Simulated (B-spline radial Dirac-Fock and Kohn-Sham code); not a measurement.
# Auger decay of the 3d5/2 hole in Tc⁶⁺

System: the Tc⁶⁺ ion, [Kr] 4d1, inside a Watson sphere of charge -6 and radius 1.6 Å (a model of the Madelung potential; inside it an electron's potential energy is raised by 54.0 eV).

These are calculated numbers from a B-spline atomic structure program; the model is independent-particle rates on relativistic LDA orbitals of the hole state (multipoles up to L = 3, Coulomb Auger matrix elements, transition energies from Dirac-Fock). Kinetic energies are configuration averages from the vacuum level; the two-hole energies are estimated from single-hole states.

```
transition  kinetic energy (eV)  width (meV)  share (%)
   M5-N1N1                50.10         1.91        2.9
   M5-N1N2                86.89         6.03        9.1
   M5-N1N3                90.39         15.0       22.5
   M5-N2N3                122.9         9.00       13.5
   M5-N3N3                126.0         5.22        7.8
   M5-N1N4                134.4         1.01        1.5
   M5-N1N5                134.9         8.35       12.6
   M5-N2N5                168.6         7.00       10.5
   M5-N3N4                171.8        0.644        1.0
   M5-N3N5                172.6         12.1       18.2
```

The listed channels hold 100 % of the non-radiative rate. Summed by principal shells, of 0.0664 eV in all: MNN 100.0 %.
